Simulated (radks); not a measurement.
Results of a calculation; reference values are marked as such.
Numerical settings for the iodine ion I19+, [Ar] 3d10 4s2 4p4. Level of theory: Dirac Kohn-Sham, PBE, spin-unpolarised, spherical densities, finite nucleus; open shells are shared between the two j in proportion to 2j + 1; Fermi nuclear charge, rms radius 4.75 fm (a radial shooting solver on a logarithmic mesh with Libxc functionals). The defaults (mesh step 0.008 in ln r, mesh end at 40 bohr or more with all orbitals vanishing there, Anderson mixing 0.5 over 9 steps, residual threshold near 1e-9 with the energy settled to 1e-9 hartree or 1e-11 of itself, here a cap of 74 iterations) give E = -6970.0720 hartree and 4p3/2 at -554.18 eV in 14 iterations. Run on one thread of a shared host, so times are rough (Arm Neoverse V1): 0.09 s of CPU time, 0.09 s wall, 14 iterations on 2189 mesh points. Changes against that run (0 stands for a change within the tolerance of the run):

[
 {"setting": "mesh step in ln r 0.2", "iterations": "14", "converged": "no", "E (mhartree)": "diverged", "e(4p3/2) (meV)": "-", "CPU (s)": "0.04"},
 {"setting": "mesh step in ln r 0.012", "iterations": "14", "converged": "yes", "E (mhartree)": "0", "e(4p3/2) (meV)": "0", "CPU (s)": "0.07"},
 {"setting": "mesh step in ln r 0.08", "iterations": "4", "converged": "no", "E (mhartree)": "diverged", "e(4p3/2) (meV)": "-", "CPU (s)": "0.02"},
 {"setting": "mesh end (bohr) 5", "iterations": "14", "converged": "yes", "E (mhartree)": "0", "e(4p3/2) (meV)": "0", "CPU (s)": "0.09"},
 {"setting": "mesh end (bohr) 1", "iterations": "14", "converged": "yes", "E (mhartree)": "+1.49e+04", "e(4p3/2) (meV)": "+9.18e+04", "CPU (s)": "0.08"},
 {"setting": "residual threshold 0.01", "iterations": "8", "converged": "yes", "E (mhartree)": "0", "e(4p3/2) (meV)": "-2.24", "CPU (s)": "0.07"},
 {"setting": "residual threshold 1e-05", "iterations": "9", "converged": "yes", "E (mhartree)": "0", "e(4p3/2) (meV)": "+0.204", "CPU (s)": "0.07"},
 {"setting": "mixing 0.01", "iterations": "21", "converged": "yes", "E (mhartree)": "0", "e(4p3/2) (meV)": "0", "CPU (s)": "0.13"},
 {"setting": "linear mixing, mixing 0.05", "iterations": "74", "converged": "no", "E (mhartree)": "+2.94", "e(4p3/2) (meV)": "-3.45e+03", "CPU (s)": "0.44"},
 {"setting": "linear mixing, mixing 1", "iterations": "74", "converged": "no", "E (mhartree)": "0", "e(4p3/2) (meV)": "0", "CPU (s)": "0.25"},
 {"setting": "mixing history 2", "iterations": "19", "converged": "yes", "E (mhartree)": "0", "e(4p3/2) (meV)": "0", "CPU (s)": "0.11"},
 {"setting": "iteration cap 2", "iterations": "2", "converged": "no", "E (mhartree)": "+2.22e+04", "e(4p3/2) (meV)": "-1.89e+05", "CPU (s)": "0.02"}
]

Settings that end as converged yet miss the energy by more than 1 mhartree: mesh end (bohr) 1 (+14.9 hartree). A mesh that ends early acts as a hard wall.
